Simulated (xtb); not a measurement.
C2H2BCl, SMILES C#CBCl. All values are semi-empirical tight-binding results from xtb (GFN2-xTB unless named), good for trends rather than for accurate numbers. Coordinates come from a GFN2-xTB optimisation.

Computed properties:
The point group as xtb finds it is Cs and the orbital gap is 3.49 eV. The dipole moment is 1.40 D and the zero-point energy is 19.7 kcal/mol. The G − E(el) at 298.15 K (modified RRHO) is 2.4 kcal/mol and the static polarisability (D4 model) is 46.6 bohr³. The solvation energy, GFN2-xTB/ALPB(water) is -1.7 kcal/mol and the solvation energy, GFN2-xTB/ALPB(benzene) is -4.0 kcal/mol.
